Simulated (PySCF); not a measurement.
AlGeH₄NO (calculated)

Computed with PySCF 2.14.0. Calculation on a computer-drawn molecule: the log of a Hartree-Fock and frozen-core CCSD(T) single point meant for a local Hartree-Fock minimum, with one planted fault or none, to be diagnosed. Offsets are logged minus clean, where the clean run is the same molecule without the fault. The reference is restricted for singlets and unrestricted otherwise, and also for a bond in bohr or an excited solution. Adding or removing an electron swaps singlet and doublet. The excited solution moves the top pair (singlet) or top alpha electron (doublet) to the lowest empty orbital. Highest occupied and lowest empty are orbital energies over both spins, largest force is the largest gradient component, triples share is (T) over the correlation energy, the T1 limit is 0.02 restricted and 0.045 unrestricted, electrons count all cores, a negative frequency is imaginary (commonest isotopes), and the dipole is about the centre of nuclear charge; on germanium a core potential holds 10 electrons, which the energies leave out, and 3d is frozen in MP2 and coupled-cluster steps.

```xyz
8
formula=AlGeH4NO meant_charge=0 meant_multiplicity=1 meant_basis=cc-pV(D+d)Z meant_basis_and_core_potential_on_germanium=cc-pVDZ-PP_ECP10MDF logged_electrons=64 logged_basis_functions=94 logged_SCF_converged=yes logged_spin_squared=0 logged_highest_occupied=-4.8112 logged_lowest_empty=-4.1996 logged_largest_force=0.17622 logged_CC_converged=no logged_dipole_magnitude=4.8131 logged_SCF_stable_within_its_kind=no logged_energy_HF=-666.58339 possible_faults=no_fault,one_electron_removed,one_electron_added,multiplicity_raised_by_two,geometry_at_a_saddle_point,SCF_held_on_an_excited_solution,minimal_basis_STO-3G,one_bond_length_entered_in_bohr,all_coordinates_scaled planted_fault=SCF_held_on_an_excited_solution HF_energy_offset_from_clean_run=225.2
N     -0.5893    -0.2404    -0.8966
Ge     0.0834    -1.4615     0.0689
Al     2.3652    -1.0202     0.9285
O      3.0134    -2.2441     1.8916
H     -1.5205    -0.4477    -1.2329
H     -0.6778    -2.7626     0.3903
H      3.1680     0.2933     0.6140
H      3.8527    -2.2919     2.3187
```

Units: logged_highest_occupied, logged_lowest_empty in eV; logged_largest_force in hartree/bohr; logged_dipole_magnitude in debye; logged_energy_HF in hartree; HF_energy_offset_from_clean_run in kcal/mol.

Drawn bonds:
```
atom  other atom  order
   1           2      2
   2           3      1
   3           4      1
   1           5      1
   2           6      1
   3           7      1
   4           8      1
```

Notes: CCSD not converged.
